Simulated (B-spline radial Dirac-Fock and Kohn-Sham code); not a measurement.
**Magnetic form factor of the 3d shell of Ir⁵⁴⁺**

System: Ir⁵⁴⁺ in the configuration [Ar] 3d5.

Input file task.json (cfg lists n, l and occupation; rrms is the nuclear radius in fm):

```json
{"items": [{
  "Z": 77,
  "q": 54,
  "cfg": [[1, 0, 2], [2, 0, 2], [2, 1, 6], [3, 0, 2], [3, 1, 6], [3, 2, 5]],
  "A": 193,
  "rrms": 5.4032,
  "do": ["scatter"],
  "s": [0.0, 0.03, 0.04, 0.05, 0.07, 0.08, 0.1, 0.13, 0.16, 0.2, 0.25, 0.31, 0.39, 0.49, 0.61, 0.77, 0.96, 1.2, 1.5, 1.88, 2.34, 2.93, 3.66],
  "pz": [0, 0.1, 0.2, 0.3, 0.4, 0.5, 0.6, 0.8, 1.0, 1.2, 1.4, 1.6, 1.8, 2.0, 2.5, 3.0, 4.0, 5.0, 7.0, 10.0, 15.0, 20.0, 30.0, 40.0, 60.0, 100.0],
  "hv_scatter": [1000, 2000, 5000, 10000, 17479.3, 20000, 30000, 50000]
}]}
```

Run with: `python xray_run.py task.json out`

Method: configuration-average Dirac-Fock orbitals. Computed with a radial B-spline solver. ⟨j_K⟩ is the integral of the 3d radial density with the spherical Bessel function j_K(4πsr), s = sin θ/λ.

```tsv
s (Å⁻¹)	⟨j0⟩	⟨j2⟩	⟨j4⟩
0	1.0000	0.0000	0.0000
0.03	0.9998	0.0001	0.0000
0.04	0.9996	0.0001	0.0000
0.05	0.9994	0.0002	0.0000
0.07	0.9989	0.0004	0.0000
0.08	0.9986	0.0006	0.0000
0.1	0.9978	0.0009	0.0000
0.13	0.9962	0.0015	0.0000
0.16	0.9943	0.0023	0.0000
0.2	0.9911	0.0035	0.0000
0.25	0.9862	0.0055	0.0000
0.31	0.9788	0.0084	0.0000
0.39	0.9667	0.0132	0.0001
0.49	0.9479	0.0206	0.0002
0.61	0.9205	0.0312	0.0004
0.77	0.8763	0.0481	0.0010
0.96	0.8145	0.0710	0.0023
1.2	0.7256	0.1023	0.0053
1.5	0.6054	0.1413	0.0115
```

Radial moments of the shell: ⟨r²⟩ = 0.03022, ⟨r⁴⟩ = 0.001532, ⟨r⁶⟩ = 0.0001173 in powers of bohr.
